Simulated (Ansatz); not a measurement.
Level of theory: frozen-core CCSD(T)/def2-TZVPP // PBE-D3(BJ)/def2-SVP (Ansatz, a first-principles code).

Ansatz 0.2 input:
```yaml
crystal:
  periodic: [false, false, false]
  atoms:
    - { symbol: Sc, position_ang: [-0.000122, 0.000454, -0.000337] }
    - { symbol: Cl, position_ang: [-2.101356, -0.839549, -0.189622] }
    - { symbol: Cl, position_ang: [0.541721, 1.314684, 1.770485] }
    - { symbol: Cl, position_ang: [1.56734, -0.498201, -1.565918] }
basis:
  gaussian: { orbitals: def2-TZVPP }
correlation:
  method: ccsd_t
```

Output:

```
Functional definition: HF
1189 factors; integrals over basis functions are off by at most 6.2e-4 eV
mean field evaluation 1: about -58191.3162 eV, gradient 2.6e1 eV
mean field evaluation 2: about -58191.4261 eV, gradient 2.6e1 eV
mean field evaluation 4: about -58193.7374 eV, gradient 1.8e0 eV
mean field evaluation 8: about -58193.7739 eV, gradient 1.9e-1 eV
mean field evaluation 16: about -58192.8477 eV, gradient 1.9e1 eV
mean field -58193.77421472 eV, -2138.5817572340 hartree, gradient 4.9e-6 eV, S^2 0.000000; 0 other end points of the search recorded, 0 dependent functions left out
20 core orbitals not correlated
reference -58193.77421472 eV, -2138.5817572340 hartree; 16, 16 occupied and 154, 154 virtual orbitals, 1189 factors
second order -23.09791363 eV of doubles, -0.00000000 eV of singles
cycle   1  -24.01298412 eV  change   -9.2e-1 eV  update   1.2e-1
cycle   2  -24.45011193 eV  change   -4.4e-1 eV  update   5.1e-2
cycle   3  -24.62477343 eV  change   -1.7e-1 eV  update   2.6e-2
cycle   4  -24.61694649 eV  change    7.8e-3 eV  update   7.6e-3
cycle   5  -24.60967529 eV  change    7.3e-3 eV  update   3.2e-3
cycle   6  -24.60994519 eV  change   -2.7e-4 eV  update   9.1e-4
cycle   7  -24.60996330 eV  change   -1.8e-5 eV  update   3.4e-4
cycle   8  -24.60999683 eV  change   -3.4e-5 eV  update   1.2e-4
cycle   9  -24.61006523 eV  change   -6.8e-5 eV  update   5.6e-5
cycle  10  -24.61004558 eV  change    2.0e-5 eV  update   1.6e-5
perturbative correction -1.07719219 eV, -0.0395860828 hartree
Total energy: -58219.46145249 eV, -2139.5257458107 hartree
```

Cost: roughly 40 core-seconds.
